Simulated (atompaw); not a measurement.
# Pseudopotential generation for carbon (C): PAW (atompaw), LDA (PW92), scalar-relativistic.

| Quantity | Value |
| --- | --- |
| Element | carbon (C) |
| Generator | atompaw 4.2.0.5 |
| Type | PAW |
| Functional | LDA (PW92) |
| Relativity | scalar-relativistic |
| Frozen core | [He] |
| Valence charge | 4 |
| Reference configuration | 2s2 2p2 |
| Partial waves | 2s (bound): rc 2.05 bohr; 2s channel at -0.5 Ry: rc 1.55 bohr; 2p (bound): rc 2.05 bohr; 2p channel at 0.15 Ry: rc 2.05 bohr; 3d channel at 0.3 Ry: rc 1.85 bohr |
| Local potential | bessel scheme, radius 1.95 bohr |
| Core correction | smooth core density matched at 1.05 bohr |
| Augmentation charge | sinc compensation charge, radius 1.55 bohr; PAW radius 2.05 bohr; waves and projectors: custom polynom2 7 10 vanderbiltortho |

(1) Estimate the cutoffs (Ry, on a coarse ladder) from which the occupation-weighted sum of valence levels, in a spherical-Bessel basis at the reference potential, stays within 10 and 1 mRy of its value at 400 Ry.

(2) Does the potential have ghost states?

(3) Is the overlap operator S = 1 + Σ q|β⟩⟨β| positive definite (Bessel basis up to 400 Ry)?

(4) Which valence shell sets the plane-wave cutoff?

Results:

(1) 15 Ry and 18 Ry.

(2) No extra level below or beside the all-electron valence levels (s, p, d, f tested).

(3) Yes: its lowest eigenvalue is 0.61 (s channel).

(4) 2p: its level needs 18 Ry to come within 1 mRy, against 10 Ry for 2s.
